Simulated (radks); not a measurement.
The nuclear charge of neutral thulium is varied continuously with 69 electrons held in [Xe] 4f13 6s2. Calculated with a radial shooting solver on a logarithmic mesh with Libxc functionals: scalar-relativistic Kohn-Sham, PBE, spin-polarised, spherical densities, finite nucleus; open shells are filled with parallel spins first (spin-orbit coupling, left out, can overturn this in heavy ions); Fermi nuclear charge, rms radius 5.2256 fm. By the Hellmann-Feynman theorem dE/dZ = E(electron-nucleus)/Z, the electronic potential at the nucleus (averaged over a nucleus of fixed radius). The scalar-relativistic energy here is not variational (the density holds large components alone), so the two differ by a part that grows with Z.

Z,E (hartree),E(electron-nucleus)/Z (hartree),HOMO,e(HOMO) (eV),<r> HOMO (bohr)
68.8,-13468.9424,-481.083,4f,-0.292,0.8433
69,-13566.0133,-483.201,4f,-2.706,0.8175
69.2,-13663.5142,-485.314,6s,-5.113,3.808
69.4,-13761.4446,-487.426,6s,-6.449,3.659
69.6,-13859.8043,-489.536,6s,-7.864,3.528
69.8,-13958.5932,-491.647,6s,-9.352,3.412
70,-14057.8113,-493.757,6s,-10.909,3.307

The central difference of E at Z = 69 is -486.430 hartree, to compare with the third column; the second derivative is -10.8 hartree.
